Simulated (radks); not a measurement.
The numbers below are computed, except where a source is named.
Coulomb parameter of the 4d shell of neutral niobium in the model configuration [Kr] 4d3 5s1 5p1, as a second difference U = [E(n + 0.25) + E(n - 0.25) - 2 E(n)] / (0.25)^2 with all orbitals relaxed. "Bare": the charge of the atom changes with n. "Screened": the 5p shell takes up the change at fixed total charge, which measures U(4d,4d) + U(5p,5p) - 2 U(4d,5p). Code: a radial shooting solver on a logarithmic mesh with Libxc functionals. Model: scalar-relativistic Kohn-Sham, r2SCAN, spin-unpolarised, spherical densities, finite nucleus; meta-GGA in the generalised Kohn-Sham scheme; Fermi nuclear charge, rms radius 4.324 fm.

| case | configuration | E - E(n) (eV) |
|---|---|---|
| start | [Kr] 4d3 5s1 5p1 | 0.000 |
| bare +0.25 | [Kr] 4d3.25 5s1 5p1 | -1.202 |
| bare -0.25 | [Kr] 4d2.75 5s1 5p1 | 1.687 |
| screened +0.25 | [Kr] 4d3.25 5s1 5p0.75 | -0.869 |
| screened -0.25 | [Kr] 4d2.75 5s1 5p1.25 | 0.986 |

U(bare) = 7.763 eV, U(screened by 5p) = 1.876 eV, against the Slater integral F0(4d,4d) = 12.479 eV with frozen orbitals. The step up makes a negative ion, whose loosely bound charge lowers the bare value.
